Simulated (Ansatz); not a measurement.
hypoboric acid (B2H4O4), SMILES OB(O)B(O)O.

Geometry optimised at B3LYP-D3(BJ)/def2-SVP. Other conformers were not sampled.

Two levels are set side by side: PBE/def2-SVPD (Ansatz, a quantum-chemistry and plane-wave program) and PBE0/def2-SVPD (Ansatz). Energy differences of separate SCF runs at the same geometry; the states with an electron removed or added have multiplicity 2 and 2. Differences are taken from unrounded values.

```csv
quantity,PBE
vertical ionisation energy (eV),10.45
vertical singlet–triplet gap (eV),5.02
```

Question: These are the PBE values. What does PBE0 give? (An estimate is asked for; the answer gives what the named calculation found.)

Answer: 
```csv
quantity,PBE0,PBE minus PBE0
vertical ionisation energy (eV),10.84,-0.39
vertical singlet–triplet gap (eV),5.20,-0.18
```
